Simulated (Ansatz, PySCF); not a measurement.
This Ansatz (a first-principles code) input computes a CCSD(T)/cc-pVDZ energy:

Ansatz 0.2 input:
```yaml
crystal:
  periodic: [false, false, false]
  atoms:
    - {symbol: F, position_ang: [-1.06983530, -0.20220814, 0.03222829]}
    - {symbol: C, position_ang: [-0.02402531, 0.42395307, -0.00257683]}
    - {symbol: F, position_ang: [1.08585217, -0.08042724, -0.03051041]}
basis:
  gaussian:
    orbitals: cc-pVDZ
total_charge: 1
magnetization: {spin_polarized: true, initial_magnetization: 1}
correlation: {method: ccsd_t, electrons: outside_noble_gas}
```

Problem. Write an input for the same energy in PySCF and say what it gives.

Solution. 
```python
from pyscf import gto, scf, mp, cc as ccmod

mol = gto.M(
    atom='''
    F    -1.06983530   -0.20220814    0.03222829
    C    -0.02402531    0.42395307   -0.00257683
    F     1.08585217   -0.08042724   -0.03051041
    ''',
    basis='cc-pvdz',
    charge=1,
    spin=1,
    verbose=4,
)

mf = scf.UHF(mol)
mf.conv_tol = 1e-10
mf.max_cycle = 100
mf.kernel()
mo, _, stable, _ = mf.stability(return_status=True)
if not stable:
    mf.kernel(mf.make_rdm1(mo, mf.mo_occ))
mp2 = mp.MP2(mf, frozen=3).run()
cc = ccmod.CCSD(mf, frozen=3)
cc.max_cycle = 100
cc.kernel()
et = cc.ccsd_t()
print(f'E(CCSD(T)) = {cc.e_tot + et:.9f}')
```
It gives -236.78252 Eh, and Ansatz -236.78251 Eh, a difference of 0.01 mEh.
